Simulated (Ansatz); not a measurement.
System: C7H15, charge 0, multiplicity 2. It need not be the lowest isomer of its formula. SMILES: [CH2]CCC(C)(C)C
Structure (B3LYP-D3(BJ)/def2-TZVP (Ansatz, an electronic-structure program) minimum search):
```xyz
22

C      2.9331     0.5938     0.5896
C      1.5006     0.3023     0.8505
C      0.6721     0.1885    -0.4322
C     -0.8211    -0.1624    -0.2693
C     -1.5427     0.9005     0.5690
C     -0.9916    -1.5376     0.3887
C     -1.4497    -0.2020    -1.6685
H      3.3986     0.2918    -0.3395
H      3.5691     1.0001     1.3640
H      1.0843     1.0728     1.5074
H      1.4150    -0.6349     1.4224
H      1.1338    -0.5688    -1.0752
H      0.7465     1.1353    -0.9765
H     -2.6145     0.6939     0.6100
H     -1.4102     1.8958     0.1380
H     -1.1738     0.9260     1.5953
H     -0.4635    -2.3101    -0.1755
H     -0.6119    -1.5487     1.4114
H     -2.0473    -1.8153     0.4279
H     -1.3559     0.7652    -2.1677
H     -0.9624    -0.9518    -2.2960
H     -2.5120    -0.4498    -1.6127
```
Charge 0, spin multiplicity 2.

Quantity: atomisation energy (electronic, to ground-state atoms), in kcal/mol. Valence correlation only, unless marked. UHF or UKS for open shells. Spin-orbit coupling is left out. Non-relativistic. The coupled-cluster limit lacks core correlation, which all-electron functionals hold. Basis-set limits of correlation are two-point, X^-3; Hartree-Fock from the larger set. The bracket is a focal-point correction in the basis named.

| level | program | atomisation energy (kcal/mol) |
|---|---|---|
| PBE/def2-TZVPD | Ansatz | 2100.6 |
| PBE0/def2-TZVP | Ansatz | 2082.9 |

Estimate the value at RI-MP2/CBS(cc-pVTZ,cc-pVQZ)+[CCSD(T)-MP2]/cc-pVTZ as computed with Ansatz.

2077.5 kcal/mol, so PBE0/def2-TZVP differs from it by 5.4 kcal/mol.
